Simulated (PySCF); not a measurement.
Si(H)2(Me)(NCO) (C2H5NOSi), SMILES C[SiH2]N=C=O.

Geometry optimised at PBE0-D3(BJ)/def2-SVP. One conformer was computed; it need not be the lowest.

The numbers are results of TDDFT-PBE0/def2-SVPD in PySCF, not measurements.

Vertical excitations.  State labels are in the subgroup Cs.

Computed UV-visible absorptions:
```json
[
 {"state": "S1", "symmetry": "A\"", "energy (eV)": "7.22", "λ (nm)": "172", "f": "0.002", "main pairs": "HOMO−1→LUMO 56 %, HOMO→LUMO+2 16 %"},
 {"state": "S2", "symmetry": "A'", "energy (eV)": "7.39", "λ (nm)": "168", "f": "0.028", "main pairs": "HOMO→LUMO 54 %, HOMO−1→LUMO+2 32 %"},
 {"state": "S3", "symmetry": "A\"", "energy (eV)": "7.44", "λ (nm)": "167", "f": "0.005", "main pairs": "HOMO→LUMO+2 77 %, HOMO−1→LUMO 15 %"},
 {"state": "S4", "symmetry": "A\"", "energy (eV)": "7.51", "λ (nm)": "165", "f": "0.000", "main pairs": "HOMO−1→LUMO+1 87 %"},
 {"state": "S5", "symmetry": "A'", "energy (eV)": "7.54", "λ (nm)": "164", "f": "0.000", "main pairs": "HOMO→LUMO+1 85 %"},
 {"state": "S6", "symmetry": "A'", "energy (eV)": "8.11", "λ (nm)": "153", "f": "0.197", "main pairs": "HOMO→LUMO 30 %, HOMO−1→LUMO+2 24 %, HOMO→LUMO+4 17 %, HOMO→LUMO+1 9 %"},
 {"state": "S7", "symmetry": "A\"", "energy (eV)": "8.28", "λ (nm)": "150", "f": "0.003", "main pairs": "HOMO−1→LUMO+4 32 %, HOMO−1→LUMO+3 27 %, HOMO−1→LUMO 15 %, HOMO−1→LUMO+5 8 %"},
 {"state": "S8", "symmetry": "A\"", "energy (eV)": "8.58", "λ (nm)": "144", "f": "0.005", "main pairs": "HOMO−1→LUMO+3 63 %, HOMO−1→LUMO+5 20 %, HOMO−1→LUMO+4 10 %"},
 {"state": "S9", "symmetry": "A'", "energy (eV)": "8.60", "λ (nm)": "144", "f": "0.044", "main pairs": "HOMO→LUMO+3 56 %, HOMO→LUMO+5 28 %"},
 {"state": "S10", "symmetry": "A\"", "energy (eV)": "8.72", "λ (nm)": "142", "f": "0.039", "main pairs": "HOMO−1→LUMO+5 49 %, HOMO−1→LUMO+4 36 %"},
 {"state": "T1", "symmetry": "A'", "energy (eV)": "6.55", "λ (nm)": "189", "f": "0", "main pairs": "HOMO−1→LUMO+2 39 %, HOMO→LUMO 23 %, HOMO→LUMO+4 10 %, HOMO→LUMO+5 8 %"},
 {"state": "T2", "symmetry": "A\"", "energy (eV)": "6.83", "λ (nm)": "182", "f": "0", "main pairs": "HOMO−1→LUMO 34 %, HOMO→LUMO+2 31 %, HOMO−1→LUMO+4 11 %, HOMO−1→LUMO+1 8 %"},
 {"state": "T3", "symmetry": "A'", "energy (eV)": "6.85", "λ (nm)": "181", "f": "0", "main pairs": "HOMO−1→LUMO+2 48 %, HOMO→LUMO 24 %"},
 {"state": "T4", "symmetry": "A\"", "energy (eV)": "7.22", "λ (nm)": "172", "f": "0", "main pairs": "HOMO→LUMO+2 57 %, HOMO−1→LUMO 32 %"}
]
```
Triplets are in the Tamm–Dancoff approximation, which puts them higher than full response would, so one can lie above its singlet here.
